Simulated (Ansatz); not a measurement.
Mulliken charges of Cl2F2H2O2W (`[OH][W]([OH])([F])([F])([Cl])[Cl]`) from PBE/def2-TZVPP in Ansatz (PBE0-D4/def2-TZVP geometry).

| atom | x (Å) | y (Å) | z (Å) | charge (e) |
| --- | --- | --- | --- | --- |
| O1 | -0.876 | -1.443 | -0.010 | -0.238 |
| W2 | -0.022 | 0.181 | -0.148 | 0.884 |
| O3 | 1.077 | -0.117 | 1.295 | -0.237 |
| F4 | -1.073 | 0.608 | -1.626 | -0.210 |
| F5 | 0.752 | 1.855 | -0.408 | -0.209 |
| Cl6 | -1.613 | 1.232 | 1.166 | -0.218 |
| Cl7 | 1.544 | -0.664 | -1.629 | -0.218 |
| H8 | -1.565 | -1.950 | -0.442 | 0.223 |
| H9 | 1.777 | 0.297 | 1.803 | 0.223 |

By hand: the dipole of these point charges (1 e Å = 4.8032 D).

Σ q r = (0.064, -0.477, 0.396) e Å, of length 0.623 e Å = 2.99 D.

How does the dipole of the full density compare? (Estimate.)

Ansatz gave: (0.065, -0.476, 0.396) e Å, 2.99 D; the point charges give 1.00 times that, at 0° from its direction.

Point charges leave out the atoms' own dipoles, such as those of lone pairs, and Mulliken's split depends on the basis, so the close match here is no proof of good charges.
